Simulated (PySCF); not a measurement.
BH5O3Si, SMILES OB(O[SiH3])O.

The structure is a stationary point at B3LYP-D3(BJ)/def2-SVP. The values are those of a single conformer.

Level of theory: CAM-B3LYP/def2-TZVP in PySCF.

Symmetry labels are those of the subgroup Cs that the program uses (full group Cs).

Computed valence orbital energies around the gap with their symmetry:
```json
[
 {"orbital": "HOMO−7", "symmetry": "A\"", "energy (eV)": "-13.66"},
 {"orbital": "HOMO−6", "symmetry": "A'", "energy (eV)": "-13.59"},
 {"orbital": "HOMO−5", "symmetry": "A'", "energy (eV)": "-12.14"},
 {"orbital": "HOMO−4", "symmetry": "A\"", "energy (eV)": "-11.81"},
 {"orbital": "HOMO−3", "symmetry": "A'", "energy (eV)": "-11.58"},
 {"orbital": "HOMO−2", "symmetry": "A\"", "energy (eV)": "-11.09"},
 {"orbital": "HOMO−1", "symmetry": "A'", "energy (eV)": "-10.48"},
 {"orbital": "HOMO", "symmetry": "A\"", "energy (eV)": "-10.26"},
 {"orbital": "LUMO", "symmetry": "A'", "energy (eV)": "0.70"},
 {"orbital": "LUMO+1", "symmetry": "A'", "energy (eV)": "1.72"},
 {"orbital": "LUMO+2", "symmetry": "A'", "energy (eV)": "2.54"},
 {"orbital": "LUMO+3", "symmetry": "A\"", "energy (eV)": "2.70"}
]
```
